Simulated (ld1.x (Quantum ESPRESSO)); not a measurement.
**Scattering properties, RRKJ potential for ruthenium (Ru)**

* Element: ruthenium
* Generator: ld1.x (Quantum ESPRESSO) 7.5
* Type: norm-conserving RRKJ (Kleinman–Bylander form)
* Functional: PBEsol
* Relativity: scalar-relativistic
* Frozen core: [Ar] 3d10
* Valence charge: 16
* Reference configuration: 4s2 4p6 4d7 5s1 5p0
* Partial waves: 4s (bound): rc 1.65 bohr; 4p (bound): rc 1.75 bohr; 4d (bound): rc 1.35 bohr
* Local potential: the d channel
* Core correction: none
* rho0: 0.001

Occupied shells without a wave of their own: 5s. They enter only through the test configuration that unscreens the potential.

The phase is arctan(r·u′/u) with u = r·R(r), unwrapped; energies in Ry, scanned from -8 to 5 Ry. A pole is an energy at which the radial function vanishes at the test radius. The pseudo phase is shifted by a multiple of π to meet the all-electron one at the reference energy, and phase errors are pseudo minus all-electron; the curves can meet again beyond the range given. Levels narrower than the energy grid can be missing from the lists of poles.

Question: For each channel, where are the poles, and over which energies does the pseudopotential scatter like the atom?

Answer:

```json
{"channel": "s", "radius (bohr)": "1.91", "reference energy (Ry)": "-5.61", "poles, all-electron": "-5.27", "poles, pseudo": "-5.27", "unbroken range about the reference energy with phases within 0.05 rad": "below 1.3", "phase error 1 Ry above the reference energy (rad)": "+0.000"}
{"channel": "p", "radius (bohr)": "1.91", "reference energy (Ry)": "-3.41", "poles, all-electron": "-2.81", "poles, pseudo": "-2.81", "unbroken range about the reference energy with phases within 0.05 rad": "below 1.9", "phase error 1 Ry above the reference energy (rad)": "-0.001"}
{"channel": "d", "radius (bohr)": "1.91", "reference energy (Ry)": "-0.38", "poles, all-electron": "1.12", "poles, pseudo": "1.11", "unbroken range about the reference energy with phases within 0.05 rad": "the whole range", "phase error 1 Ry above the reference energy (rad)": "-0.000"}
```

Phases in the s channel:

```json
{"E (Ry)": "-8.00", "all-electron": "1.323", "pseudo": "1.323"}
{"E (Ry)": "-7.52", "all-electron": "1.298", "pseudo": "1.298"}
{"E (Ry)": "-7.04", "all-electron": "1.257", "pseudo": "1.257"}
{"E (Ry)": "-6.56", "all-electron": "1.167", "pseudo": "1.167"}
{"E (Ry)": "-6.08", "all-electron": "0.747", "pseudo": "0.748"}
{"E (Ry)": "-5.60", "all-electron": "-1.330", "pseudo": "-1.330"}
{"E (Ry)": "-5.12", "all-electron": "-1.617", "pseudo": "-1.617"}
{"E (Ry)": "-4.64", "all-electron": "-1.697", "pseudo": "-1.697"}
{"E (Ry)": "-4.16", "all-electron": "-1.741", "pseudo": "-1.740"}
{"E (Ry)": "-3.68", "all-electron": "-1.773", "pseudo": "-1.772"}
{"E (Ry)": "-3.20", "all-electron": "-1.802", "pseudo": "-1.801"}
{"E (Ry)": "-2.72", "all-electron": "-1.830", "pseudo": "-1.829"}
{"E (Ry)": "-2.24", "all-electron": "-1.861", "pseudo": "-1.860"}
{"E (Ry)": "-1.76", "all-electron": "-1.897", "pseudo": "-1.895"}
{"E (Ry)": "-1.28", "all-electron": "-1.941", "pseudo": "-1.938"}
{"E (Ry)": "-0.80", "all-electron": "-1.997", "pseudo": "-1.993"}
{"E (Ry)": "-0.32", "all-electron": "-2.074", "pseudo": "-2.067"}
{"E (Ry)": "0.16", "all-electron": "-2.184", "pseudo": "-2.173"}
{"E (Ry)": "0.64", "all-electron": "-2.356", "pseudo": "-2.335"}
{"E (Ry)": "1.12", "all-electron": "-2.636", "pseudo": "-2.598"}
{"E (Ry)": "1.60", "all-electron": "-3.072", "pseudo": "-3.011"}
{"E (Ry)": "2.08", "all-electron": "-3.573", "pseudo": "-3.509"}
{"E (Ry)": "2.56", "all-electron": "-3.950", "pseudo": "-3.904"}
{"E (Ry)": "3.04", "all-electron": "-4.184", "pseudo": "-4.152"}
{"E (Ry)": "3.52", "all-electron": "-4.328", "pseudo": "-4.306"}
{"E (Ry)": "4.00", "all-electron": "-4.423", "pseudo": "-4.407"}
{"E (Ry)": "4.48", "all-electron": "-4.490", "pseudo": "-4.477"}
{"E (Ry)": "4.96", "all-electron": "-4.540", "pseudo": "-4.529"}
```
